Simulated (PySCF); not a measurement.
A structure optimised at PBE0-D3(BJ)/def2-TZVPD, used in a PySCF frequency run:

```
As
H 1 1.5264
H 1 1.5264 2 90.77
```
Charge 0, spin multiplicity 2.

### Question
Write its SMILES, formula and point group.

### Answer
[AsH2], AsH₂, C2v

### Question
What are its rotational constants (standard atomic weights)?

### Answer
224.01, 212.33, 109.01 GHz
